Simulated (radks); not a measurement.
Problem. A nucleus of charge 25.8 with 23 electrons, configuration [Ar] 3d5. All-electron calculation, Dirac Kohn-Sham, PBE, spin-unpolarised, spherical densities, point nucleus; open shells fill j = l - 1/2 first. Program: a radial shooting solver on a logarithmic mesh with Libxc functionals. Some entries of the table are withheld. Estimate them.

orbital  occ.  eigenvalue (eV)  <1/r> (bohr^-1)
1s1/2       2        -6915.156            25.77
2s1/2       2        -837.6489              (1)
2p1/2       2        -725.9661            5.474
2p3/2       4        -713.9181            5.378
3s1/2       2        -125.2683            1.743
3p1/2       2              (2)              (3)
3p3/2       4              (4)              (5)
3d3/2       4              (6)              (7)
3d5/2       1              (8)              (9)

Solution. 
(1) 2s1/2 <1/r> (bohr^-1): 5.529
(2) 3p1/2 eigenvalue (eV): -92.6822
(3) 3p1/2 <1/r> (bohr^-1): 1.619
(4) 3p3/2 eigenvalue (eV): -91.1700
(5) 3p3/2 <1/r> (bohr^-1): 1.598
(6) 3d3/2 eigenvalue (eV): -39.1727
(7) 3d3/2 <1/r> (bohr^-1): 1.285
(8) 3d5/2 eigenvalue (eV): -39.0069
(9) 3d5/2 <1/r> (bohr^-1): 1.280
